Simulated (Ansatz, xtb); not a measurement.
Species: BaO, charge 0, multiplicity 1. 
Coordinates optimised at B3LYP-D3(BJ)/def2-TZVP (Ansatz, a program for electronic structure):
SMILES: [O]=[Ba]
```xyz
2

Ba     0.0000     0.0000    -0.2433
O      0.0000     0.0000     1.7033
```

Harmonic wavenumbers from GFN2-xTB (xtb, at its own minimum), cm⁻¹: 376.

### Question
Give the harmonic wavenumbers at B3LYP-D3(BJ)/def2-TZVP (Ansatz, finite differences of forces, unscaled).

### Answer
672 cm⁻¹. Zero-point energy 1.0 kcal/mol.

### Question
From these and the geometry, give the ideal-gas thermochemistry at 298.15 K and 1 atm (rigid rotor, harmonic oscillator).

### Answer
Point group C∞v, rotational symmetry number 1. Rotational constants 9.307, 9.307 GHz. S(trans) 40.99, S(rot) 14.91, S(vib) 0.34, S(elec, spin only) 0.00, S 56.2 cal/(mol K). H(298) - H(0) 2.15 kcal/mol; G - E(el) -13.7 kcal/mol.
